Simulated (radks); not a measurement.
Neutral lead inside a hard spherical wall (all orbitals vanish at R), configuration held at [Hg] 6p2 and not refilled when levels cross. All-electron calculation, scalar-relativistic Kohn-Sham, PBE, spin-polarised, spherical densities, point nucleus; open shells are filled with parallel spins first (spin-orbit coupling, left out, can overturn this in heavy ions). Program: a radial shooting solver on a logarithmic mesh with Libxc functionals. Eigenvalues in eV for spin up, with the zero of energy where the potential of the charges vanishes at infinity; a dash marks a level that is unbound or too diffuse for the functional's potential to be trusted. A positive occupied level is held by the wall or, in an anion where self-interaction has pushed it up, behind a barrier. The pressure on the wall is -dE/dV.

R (bohr)  E (hartree)  kinetic (hartree)    e(5p)    e(5d)    e(6s)   e(6p)  e(7s, empty)  e(6d, empty)  pressure (GPa)
free      -20881.9299          23611.151  -85.703  -21.121  -12.391  -3.938             -             -               0
15        -20881.9299          23611.151  -85.703  -21.121  -12.390  -3.937        -0.642         0.749        < 0.0001
10        -20881.9291          23611.158  -85.633  -21.052  -12.333  -3.882         0.088         1.712          0.0196
6         -20881.8789          23611.435  -84.239  -19.703  -11.260  -2.473         7.018         6.620            3.62
5         -20881.7705          23611.960  -82.635  -18.187   -9.944  -0.454        14.865        11.345            17.8
2.5       -20875.3052          23638.186  -55.041    8.557   30.142  55.123        164.34        97.323            4920
1.5       -20810.0818          23858.868   50.589   134.81   297.94  367.45        782.22        457.16          217000
